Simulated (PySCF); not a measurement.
## Energy profile

The step: SnH₃F ([F][SnH3]) + H₂ → SnH₄ + HF; bonds formed: Sn1–H7, F2–H6; bonds broken: Sn1–F2, H6–H7 (atoms numbered as in the saddle structure below).

| atom | x (Å) | y (Å) | z (Å) |
| --- | --- | --- | --- |
| Sn1 | -0.5227 | -0.2805 | -0.1699 |
| F2 | 0.5167 | 1.4956 | 0.6573 |
| H3 | -0.2070 | -1.4136 | -1.4166 |
| H4 | -0.9324 | -1.0186 | 1.2990 |
| H5 | -1.6257 | 0.8693 | -0.7599 |
| H6 | 1.2869 | 0.6153 | 0.3725 |
| H7 | 1.4842 | -0.2675 | 0.0175 |

Electronic energies by CCSD(T) at an estimated basis limit (MP2 extrapolated from triple and quadruple zeta, plus CCSD(T) − MP2 in triple zeta), on PBE0-D4/def2-TZVP structures; SnH$_{5}$F, singlet; no counterpoise correction. Program: PySCF 2.14 with density fitting (its default auxiliary sets; JK sets also for MP2 and CCSD(T)). Basis: def2-TZVPP and def2-QZVPP. Cores are frozen in the correlated methods. Filled d shells of the heavier atoms are correlated. Core potentials replace the inner electrons of the atoms past krypton. The def2 sets are not built for correlating such inner shells, so the correlated values are less sure here. Extrapolation: Hartree–Fock as exp(−7.88 √X), correlation as X^−2.97.

**Question.** Give the profile in kJ/mol, counted from the separated reactants. (Judge from chemistry; the value comes from the calculation.)

**Answer.** By the calculation:
```json
{"point": "separated: SnH$_{3}$F (linked as [F][SnH3]; Sn1, F2, H3, H4, H5; singlet) + H$_{2}$ (H6, H7; singlet)", "kJ/mol": "0.0"}
{"point": "start structure", "kJ/mol": "-4.1"}
{"point": "saddle", "kJ/mol": "153.0"}
{"point": "end structure", "kJ/mol": "25.9"}
{"point": "separated: SnH$_{4}$ (Sn1, H3, H4, H5, H7; singlet) + HF (F2, H6; singlet)", "kJ/mol": "33.6"}
```

T1 diagnostic: at most 0.015.

For scale, one of the runs: CCSD(T)/def2-TZVPP, 151 basis functions, launched by `OMP_NUM_THREADS=4 python run.py`. Time: 88 s of wall clock on 4 CPU threads of an INTEL XEON PLATINUM 8581C; the host was shared. Peak host memory: 1.3 GiB.
